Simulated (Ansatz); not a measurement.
Consider the formal exchange of groups at a C–O bond: `OCOC(F)F` + `O[SiH2][SiH3]` → `OC[SiH](O)[SiH3]` + `OC(F)F`.

Gas-phase electronic energies from Ansatz, PBE0-D4/def2-TZVP geometries. CBS: MP2 limit from def2 TZ/QZ plus the TZ coupled-cluster correction, frozen cores. DFT in def2-TZVPP. B3LYP here is the variant with VWN-RPA as its local correlation; programs differ in this. Each species was taken in one conformer, which may not be the lowest.

| level | ΔE (kJ/mol) | difference from CCSD(T)/CBS |
| --- | --- | --- |
| PBE0-D4 | -37.2 | -1.3 |
| ωB97X-V | -29.7 | 6.2 |
| PBE | -37.4 | -1.5 |
| r2SCAN | -34.1 | 1.8 |
| B3LYP | -30.0 | 5.9 |
| HF/def2-TZVPP | -13.8 | 22.1 |
| SCS-MP2/def2-TZVPP | -30.2 | 5.7 |
| CCSD/def2-TZVPP | -29.7 | 6.2 |
| SCS-MP2/def2-QZVPP | -32.9 | 3.0 |
| CCSD/CBS(def2) | -34.3 | 1.6 |
| CCSD(T)/CBS | -35.9 | 0 |

Largest T1 diagnostic among the species: 0.012.

In def2-TZVPP, CCSD(T) changes the Hartree–Fock value by −17.5 kJ/mol (the triples alone add −1.6 kJ/mol) and MP2 by −22.2 kJ/mol. The D4 term adds −4.2 kJ/mol with B3LYP and −2.4 kJ/mol with PBE0; it sums over pairs of atoms, weighted by their polarisabilities, and B3LYP, whose exchange is more repulsive, gets the larger term.

CCSD(T)/CBS has its own doubt, a few kJ/mol and more with outer-core shells, so smaller differences from it don't rank the levels.
